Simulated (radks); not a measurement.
Task: Valence configurations of the hafnium ion Hf+ (all share [Xe]). Calculated with a radial shooting solver on a logarithmic mesh with Libxc functionals: scalar-relativistic Kohn-Sham, PBEsol, spin-polarised, spherical densities, point nucleus; open shells are filled with parallel spins first (spin-orbit coupling, left out, can overturn this in heavy ions). Order these by energy: 4f13 6s2 6p2; 4f13 5d2 6s2; 4f14 5d1 6s2; 4f14 5d2 6s1; 4f14 5d1 6p2; 4f14 6s2 6p1; 4f13.5 5d2.5 6s1; 4f12 5d1 6s2 6p2; 4f14 5d1 6s1.5 6p0.5; 4f14 6s1 6p2.

Result: From the lowest, in eV above it: 4f14 5d1 6s2 0.000; 4f14 5d2 6s1 0.195; 4f14 5d1 6s1.5 6p0.5 2.111; 4f14 6s2 6p1 4.565; 4f13.5 5d2.5 6s1 7.732; 4f14 6s1 6p2 8.772; 4f14 5d1 6p2 9.184; 4f13 5d2 6s2 18.009; 4f13 6s2 6p2 31.794; 4f12 5d1 6s2 6p2 59.258. NIST lists [Xe] 4f14 5d1 6s2 as the ground configuration; this level of theory agrees among the configurations tried. The energies are those of spherical high-spin densities, not of single terms.
